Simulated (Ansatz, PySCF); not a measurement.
Molecule: GaH$_{3}$, charge 0, multiplicity 1. 
Coordinates optimised at B3LYP-D3(BJ)/def2-TZVP (Ansatz, a program for electronic structure):
```xyz
4

Ga     0.0000     0.0000     0.0000
H      0.6658    -0.4314     1.3546
H     -0.3043     1.5149    -0.2776
H     -0.3615    -1.0834    -1.0770
```

Quantity: vertical ionisation energy (to the doublet state of charge +1; each state is the SCF solution reached for its spin; the molecule has degenerate orbitals, so one determinant may break the symmetry), in eV. Valence correlation only, unless marked. Open shells are spin-unrestricted. Spin-orbit coupling is left out. The frozen core is the preceding noble-gas configuration, with the filled d and f shells of earlier blocks. Non-relativistic. CBS marks a two-point X^-3 extrapolation of the correlation energy; Hartree-Fock from the larger set. The bracket is a focal-point correction in the basis named.

```json
[
 {"level": "HF/def2-TZVPPD", "program": "Ansatz", "vertical ionisation energy (eV)": "10.59", "minus last row": "-0.78"},
 {"level": "HF/def2-QZVPPD", "program": "Ansatz", "vertical ionisation energy (eV)": "10.59", "minus last row": "-0.78"},
 {"level": "PBE/def2-TZVPD", "program": "Ansatz", "vertical ionisation energy (eV)": "10.95", "minus last row": "-0.42"},
 {"level": "B3LYP/def2-TZVPD", "program": "Ansatz", "vertical ionisation energy (eV)": "11.20", "minus last row": "-0.17"},
 {"level": "PBE0/def2-TZVPD", "program": "Ansatz", "vertical ionisation energy (eV)": "11.13", "minus last row": "-0.24"},
 {"level": "M06-2X/def2-TZVPD", "program": "PySCF", "vertical ionisation energy (eV)": "11.22", "minus last row": "-0.15"},
 {"level": "wB97X-V/def2-TZVPD", "program": "Ansatz", "vertical ionisation energy (eV)": "11.37", "minus last row": "0.00"},
 {"level": "MP2/aug-cc-pVDZ", "program": "Ansatz", "vertical ionisation energy (eV)": "11.24", "minus last row": "-0.13"},
 {"level": "MP2/aug-cc-pVTZ", "program": "Ansatz", "vertical ionisation energy (eV)": "11.36", "minus last row": "-0.01"},
 {"level": "MP2/def2-QZVPPD", "program": "Ansatz", "vertical ionisation energy (eV)": "11.38", "minus last row": "0.01"},
 {"level": "RI-MP2/aug-cc-pVTZ", "program": "Ansatz", "vertical ionisation energy (eV)": "11.36", "minus last row": "-0.01"},
 {"level": "RI-MP2/def2-QZVPPD", "program": "Ansatz", "vertical ionisation energy (eV)": "11.38", "minus last row": "0.01"},
 {"level": "SCS-MP2/aug-cc-pVDZ", "program": "Ansatz", "vertical ionisation energy (eV)": "11.33", "minus last row": "-0.04"},
 {"level": "SCS-MP2/def2-TZVPPD", "program": "Ansatz", "vertical ionisation energy (eV)": "11.45", "minus last row": "0.08"},
 {"level": "CCSD/aug-cc-pVDZ", "program": "Ansatz", "vertical ionisation energy (eV)": "11.24", "minus last row": "-0.13"},
 {"level": "CCSD/aug-cc-pVTZ", "program": "Ansatz", "vertical ionisation energy (eV)": "11.33", "minus last row": "-0.04"},
 {"level": "CCSD(T)/def2-SVPD", "program": "Ansatz", "vertical ionisation energy (eV)": "11.24", "minus last row": "-0.13"},
 {"level": "CCSD(T)/def2-TZVPPD", "program": "Ansatz", "vertical ionisation energy (eV)": "11.32", "minus last row": "-0.05"},
 {"level": "CCSD(T)/def2-QZVPPD", "program": "Ansatz", "vertical ionisation energy (eV)": "11.35", "minus last row": "-0.02"},
 {"level": "RI-MP2/CBS(def2-TZVPPD,def2-QZVPPD)+[CCSD(T)-MP2]/def2-QZVPPD", "program": "Ansatz", "vertical ionisation energy (eV)": "11.38", "minus last row": "0.01"},
 {"level": "CCSD(T)/CBS(def2-TZVPPD,def2-QZVPPD)", "program": "Ansatz", "vertical ionisation energy (eV)": "11.37", "minus last row": "0.00"}
]
```

For comparison, minus the highest occupied orbital energy (PySCF): 7.55 eV at TPSS/def2-TZVPD, 11.65 eV at HF/def2-TZVPD, 8.03 eV at TPSSh/def2-TZVPD.
